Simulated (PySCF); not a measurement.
Start geometry of alpha,2-didehydrotoluene (`[CH2]C1=CC=CC=[C]1`) [triplet] from GFN2-xTB (Å):
```
atom  x, y, z in Å
C1     2.378   -0.213   -0.204
C2     0.980   -0.179   -0.103
C3     0.160   -1.319   -0.211
C4    -1.132   -1.353   -0.109
C5    -1.849   -0.154    0.108
C6    -1.120    1.037    0.229
C7     0.261    1.036    0.128
H8     2.905   -1.099   -0.385
H9     2.928    0.723   -0.103
H10   -1.723   -2.280   -0.186
H11   -2.932   -0.147    0.210
H12   -1.636    1.962    0.411
H13    0.785    1.967    0.206
```

**Question.** What comes out of this run: PBE0-D3(BJ)/def2-SVP geometry optimisation, gas phase in PySCF 2.14.0?

**Answer.** 
```
atom  x, y, z in Å
C1     2.3260   -0.1349   -0.2312
C2     0.9284   -0.1249   -0.0993
C3     0.1293   -1.2782   -0.1998
C4    -1.2337   -1.3469   -0.0833
C5    -1.9158   -0.1430    0.1628
C6    -1.1919    1.0548    0.2770
C7     0.1866    1.0753    0.1514
H8     2.8612   -1.0663   -0.4216
H9     2.8986    0.7906   -0.1453
H10   -1.7768   -2.2915   -0.1750
H11   -3.0039   -0.1416    0.2649
H12   -1.7266    1.9883    0.4681
H13    0.7353    2.0174    0.2426
```

The energy falls by 20.8 kJ/mol over 7 energy and gradient evaluations, the largest force component goes from 0.0895 to 3.1e-04 Eh/bohr, and the atoms move by 0.029 Å rms after alignment. The bond that changes most is C3–C4 (ends: carbon bonded to 2 C; carbon bonded to 2 C and H), which lengthens by 0.074 Å. Bonds longer at the end by more than 0.005 Å: 5 of 13; shorter: 2. Among the angles that change most is C5–C4–H10, from 116.9° to 120.9°. Rotational constants go from 5977, 2733, 1876 to 5929, 2682, 1847 MHz. The orientation of the end geometry is arbitrary; only internal coordinates are fixed.

The run used 128 basis functions and 55 SCF cycles in all. Hardware: an Arm Neoverse V1 with one thread (shared host). Cost: 66 s, 0.50 GiB resident at most.

No PBE0-D3(BJ)/def2-SVP frequencies stand behind this structure, so it isn't proved a minimum. ⟨S²⟩ = 2.073 (exact for a triplet: 2.00).
